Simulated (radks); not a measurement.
Results of a calculation; reference values are marked as such.
The mean radii <r> (bohr) of the occupied orbitals of an atom or ion are listed with their occupations. Level of theory: non-relativistic Kohn-Sham, PBE, spin-polarised, spherical densities, point nucleus (a radial shooting solver on a logarithmic mesh with Libxc functionals).

orbital  occ.      <r>
1s          2  0.06152
2s          2   0.2777
2p          6   0.2430

Name the element and its charge. Open shells, if any, are filled with parallel spins first.

Answer. Z = 25, manganese, charge +15: Mn15+ in [Ne]. The 1s radius gives Z: for a bare nucleus <r> = 1.5/Z, 0.06 bohr for Z = 25, and screening makes it slightly larger (0.06152 here). The occupations add up to 10, and the charge is Z minus that.
